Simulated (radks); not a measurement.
Excited configurations of Cr2+: one electron is placed in a higher orbital outside [Ar] 3d3. The ground configuration is [Ar] 3d4. Method: scalar-relativistic Kohn-Sham, PBE, spin-unpolarised, spherical densities, finite nucleus; Fermi nuclear charge, rms radius 3.6452 fm; computed with a radial shooting solver on a logarithmic mesh with Libxc functionals. Excitation = E - E(ground); binding = E(ion) - E, where the ion is the core of charge +3; n* = 3/sqrt(2 binding) in atomic units, and the quantum defect is n - n*.

outer orbital  excitation (eV)  binding (eV)     n*  quantum defect  eigenvalue (eV)  <r> (bohr)
4p                      11.528        19.221  2.524           1.476          -15.773       3.005
4d                      18.732        12.016  3.192           0.808           -9.736       4.208
6p                      24.617         6.131  4.469           1.531           -5.285       9.940
6d                      25.991         4.757  5.074           0.926           -4.073       12.27
6f                      27.062         3.686  5.764           0.236           -3.132       15.05
7s                      26.100         4.648  5.133           1.867           -4.038       13.54

The Delta-SCF ionisation energy is 30.748 eV (NIST Atomic Spectra Database: 30.96 eV, measured). Self-interaction in the functional shifts the binding energies and quantum defects, so they are the method's values and not measured ones. Spin polarisation and multiplet splitting are left out, so open shells lie too high by an amount that depends on their filling.

Beside tabulated values, note that spin-unpolarised runs miss the spin-polarisation part of the exchange energy of open shells.
